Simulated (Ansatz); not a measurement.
Nudged elastic band run: AlBrFH₃

input.yaml

```yaml
crystal:
  periodic: [false, false, false]
  atoms:
    - { symbol: Al, position_ang: [0.0051, 0.024336, 0.018809] }
    - { symbol: F, position_ang: [0.004177, 0.318214, 1.692714] }
    - { symbol: H, position_ang: [1.409023, 0.142717, -0.701266] }
    - { symbol: H, position_ang: [-1.411206, 0.063519, -0.685693] }
    - { symbol: Br, position_ang: [0.089584, -2.623819, 0.953235] }
    - { symbol: H, position_ang: [0.069021, -1.682368, 2.0411] }
basis:
  gaussian: { orbitals: def2-SVP }
hamiltonian:
  xc: pbe0
neb:
  order_check: false
  images: 5
  f_tol: 0.05
  max_iterations: 60
  final_atoms:
    - { symbol: Al, position_ang: [0.01684724, -0.39635095, -0.10973422] }
    - { symbol: F, position_ang: [0.01742245, -0.0221026, 1.87616293] }
    - { symbol: H, position_ang: [1.40884484, 0.16935994, -0.59142595] }
    - { symbol: H, position_ang: [-1.41094005, 0.0873399, -0.5758348] }
    - { symbol: Br, position_ang: [0.08688244, -2.63204994, 0.63419457] }
    - { symbol: H, position_ang: [0.04664207, -0.96359735, 2.08553646] }
  initial_path:
    images:
      - { positions_ang: [[0.0051, 0.024336, 0.018809], [0.004177, 0.318214, 1.692714], [1.409023, 0.142717, -0.701266], [-1.411206, 0.063519, -0.685693], [0.089584, -2.623819, 0.953235], [0.069021, -1.682368, 2.0411]] }
      - { positions_ang: [[0.00247315, 0.01905144, 0.01584017], [0.00294996, 0.20434137, 1.81169289], [1.38833493, 0.10340783, -0.72487965], [-1.39247913, 0.04786556, -0.71309381], [0.0996074, -2.60704701, 0.91013955], [0.06481269, -1.52502019, 2.01919985]] }
      - { positions_ang: [[-0.0001537, 0.01376687, 0.01287134], [0.00172293, 0.09046874, 1.93067178], [1.36764685, 0.06409866, -0.74849331], [-1.37375227, 0.03221212, -0.74049462], [0.10963081, -2.59027501, 0.86704411], [0.06060438, -1.36767238, 1.99729971]] }
      - { positions_ang: [[-0.00278055, 0.00848231, 0.00990251], [0.00049589, -0.0234039, 2.04965066], [1.34695878, 0.02478949, -0.77210696], [-1.3550254, 0.01655868, -0.76789544], [0.11965421, -2.57350302, 0.82394866], [0.05639607, -1.21032457, 1.97539956]] }
      - { positions_ang: [[0.00376205, -0.12646211, -0.0299764], [0.00613808, -0.02297013, 1.99182142], [1.36758747, 0.07297964, -0.71187996], [-1.37366362, 0.04015242, -0.70387522], [0.10873029, -2.59301866, 0.7606973], [0.05314474, -1.12808216, 2.01211186]] }
      - { positions_ang: [[0.01030464, -0.26140653, -0.06985531], [0.01178026, -0.02253637, 1.93399217], [1.38821616, 0.12116979, -0.65165296], [-1.39230183, 0.06374616, -0.63985501], [0.09780637, -2.6125343, 0.69744594], [0.0498934, -1.04583976, 2.04882416]] }
      - { positions_ang: [[0.01684724, -0.39635095, -0.10973422], [0.01742245, -0.0221026, 1.87616293], [1.40884484, 0.16935994, -0.59142595], [-1.41094005, 0.0873399, -0.5758348], [0.08688244, -2.63204994, 0.63419457], [0.04664207, -0.96359735, 2.08553646]] }
```

Run as:

```bash
$ ansatz run input.yaml --threads 1 --pin off --max-ram 2048MiB --backend cpu --events-out ev --progress --plain --runs-dir out
```

Output, in part (warnings, iteration lines, the closing report on the highest movable image, with atoms numbered from 0):

```
NEB end point (image 0): max|allowed force component| = 2.473e-2 eV/Å (the criterion of neb.relax_end_points is 1.000e-2)
NEB end point (image 6): max|allowed force component| = 3.858e-3 eV/Å (the criterion of neb.relax_end_points is 1.000e-2)
NEB iter   1: max|band force component| = 1.930e0 eV/Å  barrier→ = 0.6436 eV  barrier← = 0.8384 eV  Δτ_max = 0.1788 Å  (155 SCF iters)
NEB iter   2: max|band force component| = 1.513e0 eV/Å  barrier→ = 0.2665 eV  barrier← = 0.4613 eV  Δτ_max = 0.2000 Å  (133 SCF iters)
NEB iter   3: max|band force component| = 1.967e0 eV/Å  barrier→ = 0.2098 eV  barrier← = 0.4046 eV  Δτ_max = 0.0982 Å  (131 SCF iters)
NEB iter   4: max|band force component| = 4.338e-1 eV/Å  barrier→ = 0.0716 eV  barrier← = 0.2664 eV  CI = image 2  Δτ_max = 0.1203 Å  (129 SCF iters)
NEB iter   5: max|band force component| = 2.940e-1 eV/Å  barrier→ = 0.0549 eV  barrier← = 0.2497 eV  CI = image 3  Δτ_max = 0.0769 Å  (129 SCF iters)
NEB iter   6: max|band force component| = 1.221e-1 eV/Å  barrier→ = 0.0491 eV  barrier← = 0.2439 eV  CI = image 3  Δτ_max = 0.0414 Å  (128 SCF iters)
NEB iter   7: max|band force component| = 7.951e-2 eV/Å  barrier→ = 0.0529 eV  barrier← = 0.2477 eV  CI = image 3  Δτ_max = 0.0430 Å  (128 SCF iters)
NEB iter   8: max|band force component| = 6.248e-2 eV/Å  barrier→ = 0.0527 eV  barrier← = 0.2475 eV  CI = image 3  Δτ_max = 0.0072 Å  (117 SCF iters)
NEB iter   9: max|band force component| = 2.624e-2 eV/Å  barrier→ = 0.0526 eV  barrier← = 0.2474 eV  CI = image 3  Δτ_max = 0.0000 Å  (218 SCF iters)
Total energy: -79384.01176237 eV, -2917.3086238513 hartree
Atom 0 at     0.010522    -0.152182     0.008045 Å, force     0.002084    -0.006182     0.004119 eV/Å
Atom 1 at     0.018091     0.058279     1.782186 Å, force    -0.000929    -0.001692    -0.001934 eV/Å
Atom 2 at     1.417660     0.141995    -0.638590 Å, force     0.001227     0.001109    -0.001298 eV/Å
Atom 3 at    -1.419931     0.063218    -0.617909 Å, force    -0.002633     0.001631    -0.001204 eV/Å
Atom 4 at     0.084131    -2.579944     0.943174 Å, force    -0.000067    -0.001579    -0.005811 eV/Å
Atom 5 at     0.055226    -1.288767     1.841992 Å, force     0.000318     0.006714     0.006129 eV/Å
Dipole moment:     0.001724    -0.066143     0.010297 e Å
```

The run converged. A vibrational analysis at the climbing image gives one clearly imaginary mode, 375i cm⁻¹: a first-order saddle point. The orbitals stay closed-shell, which can raise the energy where a bond breaks towards radicals; this wasn't checked here.

Final band (atoms are numbered from 1 in the order of the input):

| image | path coordinate (Å) | energy (kcal/mol) | Br5–H6 (Å) | F2–H6 (Å) |
| --- | --- | --- | --- | --- |
| 0 | 0.00 | 0.0 | 1.44 | 2.03 |
| 1 | 0.19 | 0.1 | 1.45 | 1.81 |
| 2 | 0.38 | 0.6 | 1.49 | 1.58 |
| 3 | 0.57 | 1.2 | 1.57 | 1.35 |
| 4 | 0.79 | -0.7 | 1.75 | 1.12 |
| 5 | 1.00 | -3.7 | 1.97 | 1.00 |
| 6 | 1.21 | -4.5 | 2.21 | 0.96 |

Time of the run: 2 min on 1 thread of Arm Neoverse V2, with other jobs on the host, peak memory 0.17 GiB.
